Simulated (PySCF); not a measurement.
PySCF input for Sn(Me)2(Cl)2 (C₂H₆Cl₂Sn), SMILES [CH3][Sn]([CH3])([Cl])[Cl], TDDFT-ωB97X/def2-SVPD. Geometry: B3LYP-D3(BJ)/def2-SVP. The isomer is the one that the SMILES or the coordinates give; other isomers of the formula were not compared. The def2 effective core potentials stand for the cores of Sn; spin–orbit coupling is left out.

```python
import numpy as np
from pyscf import gto, scf, dft, tdscf

mol = gto.M(
    atom='''
    C     1.74624599   -1.48405397    0.19446277
    Sn   -0.01733960   -0.27567682   -0.03753936
    C    -1.91240873   -1.15149091   -0.55360261
    Cl    0.46940228    1.35883135   -1.69013192
    Cl   -0.32671758    0.90646893    1.99877588
    H     1.55936928   -2.26229061    0.94753519
    H     2.56595540   -0.83297356    0.52602557
    H     2.00066120   -1.94379009   -0.77063847
    H    -2.62353324   -0.33774564   -0.74862203
    H    -2.26758768   -1.76613234    0.28518747
    H    -1.79654811   -1.77006190   -1.45462850
    ''',
    basis='def2-SVPD',
    ecp={'Sn': 'def2-svp'},
    charge=0,
    spin=0,
    max_memory=1600,
    verbose=4,
)
mf = dft.RKS(mol, xc='wb97x').density_fit(auxbasis='def2-universal-jkfit')
mf.grids.level = 3
mf.conv_tol = 1e-9
mf.max_cycle = 100
mf.kernel()
mf.grids = dft.Grids(mol).set(level=1).build(with_non0tab=True)  # coarser grid for the response kernel
td = tdscf.TDDFT(mf)
td.singlet = True
td.nstates = 10
td.conv_tol = 1e-4
td.positive_eig_threshold = 1e-6
td.kernel(x0=td.get_init_guess(mf, 15))
td.analyze()
tt = tdscf.TDA(mf)
tt.singlet = False
tt.nstates = 4
tt.conv_tol = 1e-4
tt.positive_eig_threshold = 1e-6
tt.kernel(x0=tt.get_init_guess(mf, 9))
tt.analyze(verbose=3)
```

Output:

```
PySCF version 2.14.0

[INPUT] verbose = 4
[INPUT] num. atoms = 11
[INPUT] num. electrons = 74
[INPUT] charge = 0
[INPUT] spin (= nelec alpha-beta = 2S) = 0
[INPUT] symmetry False subgroup None
[INPUT] Mole.unit = angstrom
[INPUT] Symbol           X                Y                Z      unit          X                Y                Z       unit  Magmom
[INPUT]  1 C      1.746245990000  -1.484053970000   0.194462770000 AA    3.299926667220  -2.804455557373   0.367481376724 Bohr   0.0
[INPUT]  2 Sn    -0.017339600000  -0.275676820000  -0.037539360000 AA   -0.032767095110  -0.520953688691  -0.070939109291 Bohr   0.0
[INPUT]  3 C     -1.912408730000  -1.151490910000  -0.553602610000 AA   -3.613928737927  -2.176002454826  -1.046157314744 Bohr   0.0
[INPUT]  4 Cl     0.469402280000   1.358831350000  -1.690131920000 AA    0.887041751446   2.567819100973  -3.193886443185 Bohr   0.0
[INPUT]  5 Cl    -0.326717580000   0.906468930000   1.998775880000 AA   -0.617406746281   1.712978018128   3.777138997587 Bohr   0.0
[INPUT]  6 H      1.559369280000  -2.262290610000   0.947535190000 AA    2.946780866260  -4.275109667075   1.790582002488 Bohr   0.0
[INPUT]  7 H      2.565955400000  -0.832973560000   0.526025570000 AA    4.848952953849  -1.574091897404   0.994044261818 Bohr   0.0
[INPUT]  8 H      2.000661200000  -1.943790090000  -0.770638470000 AA    3.780701736044  -3.673230913744  -1.456295649354 Bohr   0.0
[INPUT]  9 H     -2.623533240000  -0.337745640000  -0.748622030000 AA   -4.957759302293  -0.638246759366  -1.414690607516 Bohr   0.0
[INPUT] 10 H     -2.267587680000  -1.766132340000   0.285187470000 AA   -4.285119678638  -3.337506422337   0.538926212458 Bohr   0.0
[INPUT] 11 H     -1.796548110000  -1.770061900000  -1.454628500000 AA   -3.394983897505  -3.344932214527  -2.748849477987 Bohr   0.0

nuclear repulsion = 413.673744636747
number of shells = 74
number of NR pGTOs = 277
number of NR cGTOs = 174
basis = def2-SVPD
ecp = {'Sn': 'def2-svp'}


******** <class 'pyscf.df.df_jk.DFRKS'> ********
method = DFRKS
initial guess = minao
damping factor = 0
level_shift factor = 0
DIIS = <class 'pyscf.scf.diis.CDIIS'>
diis_start_cycle = 1
diis_space = 8
diis_damp = 0
SCF conv_tol = 1e-09
SCF conv_tol_grad = None
SCF max_cycles = 100
direct_scf = False
XC library pyscf.dft.libxc version 7.1.2
    S. Lehtola, C. Steigemann, M. J. T. Oliveira, and M. A. L. Marques,  SoftwareX 7, 1–5 (2018)
XC functionals = wb97x
    J.-D. Chai and M. Head-Gordon,  J. Chem. Phys. 128, 084106 (2008)
radial grids:
    Treutler-Ahlrichs [JCP 102, 346 (1995); DOI:10.1063/1.469408] (M4) radial grids

becke partition: Becke, JCP 88, 2547 (1988); DOI:10.1063/1.454033
pruning grids: <function nwchem_prune>
grids dens level: 3
symmetrized grids: False
atomic radii adjust function: <function treutler_atomic_radii_adjust>
small_rho_cutoff = 0
Set gradient conv threshold to 3.16228e-05
Initial guess from minao.
tot grids = 146808
******** <class 'pyscf.df.df.DF'> ********
auxbasis = def2-universal-jkfit
Create RSH-DF object <pyscf.df.df.DF object> for omega=0.3
******** <class 'pyscf.df.df.DF'> ********
auxbasis = auxmol.basis = def2-universal-jkfit
init E= -1190.78460804099
  HOMO = -0.743525703605864  LUMO = -0.567493168507077  gap/eV = 4.79009
cycle= 1 E= -1213.0183091843  delta_E= -22.2  |g|= 2.46  |ddm|= 10.5
  HOMO = -0.162473401813654  LUMO = 0.0794652950303903  gap/eV = 6.58349
cycle= 2 E= -1213.58328446156  delta_E= -0.565  |g|= 1.99  |ddm|= 9.51
  HOMO = -0.367270312289832  LUMO = 0.0317867005175084  gap/eV = 10.85889
cycle= 3 E= -1214.3113600471  delta_E= -0.728  |g|= 0.0859  |ddm|= 2.69
  HOMO = -0.398900296294258  LUMO = 0.0214127688583698  gap/eV = 11.43730
cycle= 4 E= -1214.31373383358  delta_E= -0.00237  |g|= 0.0318  |ddm|= 0.261
  HOMO = -0.393282857141521  LUMO = 0.0259861567651397  gap/eV = 11.40889
cycle= 5 E= -1214.31401279863  delta_E= -0.000279  |g|= 0.00749  |ddm|= 0.0581
  HOMO = -0.393900647121926  LUMO = 0.0260229760363303  gap/eV = 11.42670
cycle= 6 E= -1214.3140386536  delta_E= -2.59e-05  |g|= 0.00185  |ddm|= 0.0213
  HOMO = -0.393892054087229  LUMO = 0.0259978680382442  gap/eV = 11.42579
cycle= 7 E= -1214.31404018323  delta_E= -1.53e-06  |g|= 0.000497  |ddm|= 0.00476
  HOMO = -0.393948651155007  LUMO = 0.0259513707781462  gap/eV = 11.42606
cycle= 8 E= -1214.31404028313  delta_E= -9.99e-08  |g|= 0.000179  |ddm|= 0.00154
  HOMO = -0.393942777634479  LUMO = 0.0259569913989871  gap/eV = 11.42605
cycle= 9 E= -1214.3140402957  delta_E= -1.26e-08  |g|= 2.98e-05  |ddm|= 0.000516
  HOMO = -0.393941744800425  LUMO = 0.0259598102982589  gap/eV = 11.42610
cycle= 10 E= -1214.31404029636  delta_E= -6.58e-10  |g|= 8.7e-06  |ddm|= 9.76e-05
  HOMO = -0.39394278706123  LUMO = 0.0259581456572666  gap/eV = 11.42609
Extra cycle  E= -1214.31404029641  delta_E= -5.3e-11  |g|= 4.36e-06  |ddm|= 2.4e-05
converged SCF energy = -1214.31404029641
tot grids = 45856
Overwritten attributes  positive_eig_threshold  of <class 'pyscf.tdscf.rks.TDDFT'>


******** <class 'pyscf.tdscf.rks.TDDFT'> for <class 'pyscf.df.df_jk.DFRKS'> ********
nstates = 10 singlet
deg_eia_thresh = 1.000e-03
wfnsym = None
conv_tol = 0.0001
eigh lindep = 1e-12
eigh level_shift = 0
eigh max_cycle = 100


Excitation energies (eV)
[6.48862464 6.64781078 6.70171641 6.84935353 7.59061629 7.84658019
 7.87716619 7.93707125 8.39287884 8.59606263]

** Singlet excitation energies and oscillator strengths **
Excited State   1:      6.48862 eV    191.08 nm  f=0.1142
      33 -> 38       -0.16471
      34 -> 40        0.14488
      37 -> 38       -0.62101
      37 -> 39        0.21823
Excited State   2:      6.64781 eV    186.50 nm  f=0.0346
      35 -> 40        0.21231
      36 -> 38       -0.63155
      36 -> 39        0.16410
Excited State   3:      6.70172 eV    185.00 nm  f=0.0000
      34 -> 38       -0.61505
      34 -> 39        0.16756
      37 -> 40        0.26852
Excited State   4:      6.84935 eV    181.02 nm  f=0.0772
      32 -> 38       -0.20435
      35 -> 38       -0.60543
      35 -> 39        0.17736
      36 -> 40        0.19914
Excited State   5:      7.59062 eV    163.34 nm  f=0.0000
      33 -> 40       -0.13197
      34 -> 38        0.21284
      34 -> 39       -0.15773
      37 -> 40        0.62176
Excited State   6:      7.84658 eV    158.01 nm  f=0.0570
      33 -> 38       -0.29717
      33 -> 39        0.17076
      34 -> 40        0.30616
      37 -> 39       -0.49818
      37 -> 41        0.13303
Excited State   7:      7.87717 eV    157.40 nm  f=0.0936
      32 -> 38       -0.40797
      35 -> 38        0.23702
      35 -> 39       -0.17818
      36 -> 40        0.46499
Excited State   8:      7.93707 eV    156.21 nm  f=0.3204
      33 -> 38       -0.48646
      34 -> 40        0.16308
      37 -> 38        0.29096
      37 -> 39        0.32739
      37 -> 41       -0.12925
Excited State   9:      8.39288 eV    147.73 nm  f=0.1217
      31 -> 38        0.51494
      31 -> 39       -0.18847
      32 -> 40        0.13602
      35 -> 40        0.27939
      36 -> 39       -0.24940
Excited State  10:      8.59606 eV    144.23 nm  f=0.4150
      31 -> 38        0.25032
      32 -> 40        0.16607
      34 -> 42       -0.15136
      35 -> 40       -0.53256
      36 -> 38       -0.16679
      36 -> 41        0.10773

** Transition electric dipole moments (AU) **
state          X           Y           Z        Dip. S.      Osc.
  1        -0.8270      0.0753     -0.1706      0.7187      0.1142
  2         0.0971      0.0547     -0.4475      0.2127      0.0346
  3         0.0006     -0.0034      0.0002      0.0000      0.0000
  4        -0.0421     -0.6708     -0.0920      0.4603      0.0772
  5         0.0115     -0.0038      0.0037      0.0002      0.0000
  6        -0.5306      0.0496     -0.1122      0.2966      0.0570
  7         0.0445      0.6889      0.0925      0.4852      0.0936
  8         1.2516     -0.1143      0.2606      1.6476      0.3204
  9         0.1617      0.0892     -0.7469      0.5919      0.1217
 10         0.3210      0.1361     -1.3599      1.9708      0.4150

WARN: ECP detected. Skipping calculation of transition velocity and magnetic dipole moments, which have not yet been implemented.

Overwritten attributes  positive_eig_threshold  of <class 'pyscf.tdscf.rks.TDA'>


******** <class 'pyscf.tdscf.rks.TDA'> for <class 'pyscf.df.df_jk.DFRKS'> ********
nstates = 4 triplet
deg_eia_thresh = 1.000e-03
wfnsym = None
conv_tol = 0.0001
eigh lindep = 1e-12
eigh level_shift = 0
eigh max_cycle = 100


Excitation energies (eV)
[5.71635563 6.14275124 6.24673066 6.28806495]

** Triplet excitation energies and oscillator strengths **
Excited State   1:      5.71636 eV    216.89 nm  f=0.0000
Excited State   2:      6.14275 eV    201.84 nm  f=0.0000
Excited State   3:      6.24673 eV    198.48 nm  f=0.0000
Excited State   4:      6.28806 eV    197.17 nm  f=0.0000
```

Self-consistency was reached.

Cost: around 14 core-minutes (rough).
